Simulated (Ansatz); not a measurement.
Total energies of [B(OH)4]- (BO4H4⁻) from Ansatz at PBE0-D4/def2-TZVPD, gas phase (1 Eh = 27.2114 eV = 2625.5 kJ/mol). The reference geometry is relaxed at r2SCAN-D4/def2-SVPD.

```csv
state,geometry,energy (Eh)
charge -1 singlet,reference,-328.16368
charge 0 doublet,reference,-328.00083
charge 0 doublet,relaxed at r2SCAN-D4/def2-SVPD,-328.02550
```

Q: Work out the vertical ionisation energy to the doublet.

A: E(charge 0 doublet) − E(charge -1 singlet) = -328.00083 − (-328.16368) = 0.16285 Eh = 4.43 eV. For comparison, −ε of the highest occupied level is 2.29 eV at this level, 2.14 eV less.

Q: How much does the charge 0 doublet relax, and what is the adiabatic ionisation energy?

A: Relaxation: -328.00083 − (-328.02550) = 0.02467 Eh = 0.67 eV. Adiabatic ionisation energy: 0.13818 Eh = 3.76 eV, without zero-point energy.
